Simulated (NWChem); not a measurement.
Molecule: C$_{2}$H$_{2}$BrCl; SMILES Cl/C=C\Br

Results from NWChem. Geometry: optimised at PBE-D3(BJ)/def2-SVP. Ions are spin-unrestricted doublets at the neutral geometry; other ion states weren't tried. Functional: LC-ωPBE (HJS hole) with def2-SVP; rows give the range parameter ω in 1/bohr.

| range parameter (1/bohr) | vertical ionisation energy, ΔSCF (eV) | −ε(HOMO) (eV) | ΔSCF minus −ε(HOMO) (eV) |
|---|---|---|---|
| 0.20 | 9.35 | 8.55 | 0.80 |
| 0.30 | (withheld) | (withheld) | (withheld) |
| 0.35 | 9.68 | 9.63 | 0.05 |
| 0.40 | 9.77 | 9.87 | -0.10 |
| 0.50 | 9.92 | 10.23 | -0.31 |

Task: Complete the blanks.

Result: 
- 0.30, vertical ionisation energy, ΔSCF (eV): 9.57
- 0.30, −ε(HOMO) (eV): 9.33
- 0.30, ΔSCF minus −ε(HOMO) (eV): 0.24
